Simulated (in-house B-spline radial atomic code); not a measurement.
Configurations of Pm+, with energies counted from [Xe] 4f5 6s1. Level of theory: scalar-relativistic (X2C) B3LYP, spin-polarised, spherical fractional occupations, Fermi nucleus of rms radius 4.962 fm; calculated with a radial B-spline atomic code at the basis-set limit. Shells without spins written out take the highest spin.

Caution: exact exchange at fractional occupations of open shells leaves self-interaction of up to several eV.

Occupations are held fixed; configurations that lie above the ionisation limit could autoionise.

| configuration | E - E(ref) (eV) | highest orbital | its <r> (bohr) |
| --- | --- | --- | --- |
| [Xe] 4f5 7f1 | 9.5391 | 7f up | 22.31 |
| [Xe] 4f4 6s1 6d1 | 12.245 | 6d up | 7.049 |
| [Kr] 4d10 4f(1 up, 5 down) 5s2 5p(2 up, 3 down) 6s(0 up, 1 down) | 25.205 | 4f up | 1.432 |
| [Kr] 4d10 4f5 5s2 5p5 6s1 7s1 | 28.09 | 7s up | 7.57 |
| [Kr] 4d10 4f5 5s2 5p5 6s1 6d1 | 28.932 | 6d up | 7.082 |
| [Kr] 4d10 4f5 5s2 5p5 6s1 7p1 | 29.348 | 7p up | 9.127 |
| [Kr] 4d10 4f5 5s2 5p5 6s1 7d1 | 30.779 | 7d up | 12.64 |
| [Kr] 4d9 4f5 5s2 5p6 6s2 | 124.93 | 6s down | 3.727 |

Question: Order these further configurations by energy, lowest first.
A. [Kr] 4d(4 up, 5 down) 4f(4 up, 1 down) 5s2 5p6 6s(1 up, 0 down) 6p(0 up, 1 down)
B. [Kr] 4d(4 up, 5 down) 4f(1 up, 4 down) 5s2 5p6 6s(1 up, 0 down) 7f(1 up, 0 down)
C. [Xe] 4f(1 up, 4 down) 6s(1 up, 0 down)
D. [Xe] 4f(0 up, 4 down) 6s(1 up, 0 down) 7f(0 up, 1 down)
E. [Kr] 4d9 4f5 5s2 5p6 6s1 6f1

Answer: C (5.5229 eV), D (15.56 eV), E (134.85 eV), A (139.32 eV), B (142.98 eV).

Question: How far above the reference does [Xe] 4f4 6s1 7d1 lie?

Answer: 14.1 eV; its least bound orbital is 7d up with <r> = 12.6 bohr.

Question: How far above the reference does [Kr] 4d9 4f5 5s2 5p6 6s1 7p1 lie?

Answer: 132.86 eV; its least bound orbital is 7p up with <r> = 9.07 bohr.

Question: How far above the reference does [Xe] 4f(3 up, 2 down) 6s(1 up, 0 down) lie?

Answer: 8.176 eV; its least bound orbital is 4f down with <r> = 1.086 bohr.
